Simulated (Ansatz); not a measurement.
Steps of a relaxation of ClFHO₂Ta (`[O]=[Ta]([OH])([F])[Cl]`) with RKS PBE-D4/def2-SVP.

```sh
$ ansatz run in.yaml --threads 4 --pin off --events-out ev --progress --plain --max-ram 10444MiB
```

```yaml
crystal:
  periodic: [false, false, false]
  atoms:
    - {symbol: O, position_ang: [-1.917100, -0.445400, 0.873700]}
    - {symbol: Ta, position_ang: [-0.414200, -0.081000, -0.203000]}
    - {symbol: O, position_ang: [1.272400, -0.865900, 0.775200]}
    - {symbol: F, position_ang: [-0.559200, -1.005600, -2.078200]}
    - {symbol: Cl, position_ang: [-0.117500, 2.388400, -0.550600]}
    - {symbol: H, position_ang: [1.777700, -0.054500, 1.136700]}
basis:
  gaussian: {orbitals: def2-SVP}
hamiltonian: {xc: pbe, dispersion: d4}
relax: {f_tol: 0.03, max_steps: 200}
```

Positions (Å) and forces (eV/Å) along the path, 14 of 14 steps:

```xyz
6
step=1 energy=-20886.9373 eV
O    -1.917   -0.445    0.874    4.585    1.141   -3.377
Ta   -0.414   -0.081   -0.203   -1.659   -1.795    0.731
O     1.272   -0.866    0.775   -2.153    2.852   -0.998
F    -0.559   -1.006   -2.078    0.133    1.681    3.641
Cl   -0.117    2.388   -0.551   -0.348   -2.466    0.484
H     1.778   -0.054    1.137   -0.557   -1.414   -0.481
6
step=2 energy=-20888.6386 eV
O    -1.774   -0.405    0.756   -0.029   -0.007   -0.122
Ta   -0.384   -0.075   -0.230    0.234   -0.205    0.160
O     1.142   -0.769    0.714    0.712    1.364    0.538
F    -0.560   -0.932   -1.899   -0.150   -0.209   -0.119
Cl   -0.146    2.197   -0.506   -0.046    0.294    0.049
H     1.763   -0.080    1.118   -0.720   -1.237   -0.507
6
step=3 energy=-20888.7061 eV
O    -1.785   -0.373    0.702    0.103   -0.062   -0.034
Ta   -0.366   -0.059   -0.244   -0.040   -0.051    0.020
O     1.137   -0.746    0.734    0.266    0.717    0.203
F    -0.568   -0.993   -1.876   -0.015    0.006    0.017
Cl   -0.197    2.242   -0.469    0.002    0.001   -0.027
H     1.821   -0.135    1.108   -0.317   -0.611   -0.179
6
step=4 energy=-20888.7366 eV
O    -1.760   -0.409    0.694   -0.018    0.128   -0.015
Ta   -0.366   -0.022   -0.257    0.040   -0.357    0.116
O     1.114   -0.707    0.744   -0.010    0.376   -0.058
F    -0.580   -1.002   -1.862    0.065    0.100    0.008
Cl   -0.223    2.284   -0.498   -0.051   -0.013   -0.013
H     1.858   -0.208    1.134   -0.027   -0.233   -0.040
6
step=5 energy=-20888.7622 eV
O    -1.773   -0.381    0.683   -0.067    0.005    0.043
Ta   -0.366   -0.017   -0.255   -0.016   -0.028    0.092
O     1.101   -0.672    0.767    0.399    0.361    0.147
F    -0.560   -0.997   -1.860    0.050    0.029   -0.067
Cl   -0.286    2.291   -0.518    0.001   -0.064   -0.035
H     1.925   -0.288    1.136   -0.367   -0.304   -0.180
6
step=6 energy=-20888.7719 eV
O    -1.796   -0.375    0.683   -0.038   -0.033    0.041
Ta   -0.376   -0.006   -0.235   -0.031    0.072   -0.030
O     1.086   -0.626    0.799    1.075    0.366    0.416
F    -0.524   -0.969   -1.856    0.024    0.003   -0.024
Cl   -0.342    2.295   -0.562    0.014   -0.060   -0.005
H     1.994   -0.384    1.125   -1.044   -0.349   -0.397
6
step=7 energy=-20888.7860 eV
O    -1.799   -0.380    0.686   -0.029   -0.013    0.025
Ta   -0.380   -0.004   -0.231    0.037   -0.013    0.008
O     1.086   -0.621    0.804    0.375    0.217    0.148
F    -0.516   -0.966   -1.854    0.014    0.006   -0.019
Cl   -0.335    2.293   -0.564   -0.002   -0.018   -0.004
H     1.985   -0.385    1.112   -0.395   -0.179   -0.159
6
step=8 energy=-20888.7944 eV
O    -1.809   -0.384    0.682    0.121    0.026   -0.063
Ta   -0.381    0.000   -0.225   -0.204    0.022    0.097
O     1.073   -0.579    0.836   -0.348   -0.032   -0.025
F    -0.491   -0.969   -1.844    0.018   -0.019   -0.074
Cl   -0.343    2.296   -0.565   -0.008   -0.004   -0.018
H     1.993   -0.429    1.070    0.420    0.008    0.083
6
step=9 energy=-20888.8026 eV
O    -1.819   -0.394    0.685    0.107    0.068   -0.084
Ta   -0.390    0.016   -0.211   -0.170   -0.041    0.043
O     1.050   -0.520    0.888    0.584   -0.034    0.179
F    -0.447   -0.956   -1.832    0.007   -0.014   -0.033
Cl   -0.373    2.305   -0.593   -0.025    0.025    0.002
H     2.021   -0.516    1.016   -0.504   -0.003   -0.108
6
step=10 energy=-20888.8049 eV
O    -1.821   -0.392    0.683    0.066    0.047   -0.047
Ta   -0.390    0.015   -0.208   -0.144   -0.006   -0.009
O     1.048   -0.521    0.895    0.459   -0.043    0.174
F    -0.442   -0.957   -1.829    0.006   -0.019   -0.039
Cl   -0.371    2.305   -0.591   -0.023    0.024    0.002
H     2.019   -0.514    1.003   -0.364   -0.004   -0.082
6
step=11 energy=-20888.8101 eV
O    -1.821   -0.370    0.681   -0.005   -0.030   -0.038
Ta   -0.384    0.017   -0.203   -0.071    0.089    0.040
O     1.029   -0.506    0.953    0.503   -0.065    0.064
F    -0.398   -0.967   -1.819   -0.009   -0.024   -0.025
Cl   -0.393    2.308   -0.585    0.026   -0.013   -0.013
H     2.008   -0.546    0.927   -0.445    0.044   -0.028
6
step=12 energy=-20888.8090 eV rejected
O    -1.827   -0.386    0.671   -0.274   -0.020    0.137
Ta   -0.386    0.022   -0.182    0.208   -0.047   -0.139
O     1.002   -0.549    1.002    0.664    0.081   -0.146
F    -0.371   -0.971   -1.793    0.016    0.017    0.003
Cl   -0.351    2.312   -0.580    0.007    0.007    0.022
H     1.975   -0.493    0.835   -0.622   -0.038    0.123
6
step=13 energy=-20888.8157 eV
O    -1.833   -0.377    0.675    0.021   -0.001   -0.020
Ta   -0.387    0.014   -0.192   -0.030    0.007    0.019
O     1.021   -0.523    0.974    0.171   -0.014    0.005
F    -0.388   -0.969   -1.810    0.002    0.000    0.005
Cl   -0.365    2.305   -0.578    0.010   -0.005   -0.003
H     1.994   -0.513    0.885   -0.174    0.012   -0.006
6
step=14 energy=-20888.8167 eV
O    -1.839   -0.380    0.674   -0.013   -0.006    0.006
Ta   -0.390    0.013   -0.187    0.008    0.011   -0.009
O     1.016   -0.532    0.982    0.022   -0.004    0.015
F    -0.377   -0.972   -1.802   -0.006   -0.005   -0.011
Cl   -0.350    2.303   -0.572    0.002    0.002    0.000
H     1.982   -0.496    0.859   -0.014    0.003   -0.002
```

Hardware: 4 threads of an Intel Xeon Platinum 8488C on a shared host. Wall time 12 s, peak host memory 0.18 GiB.
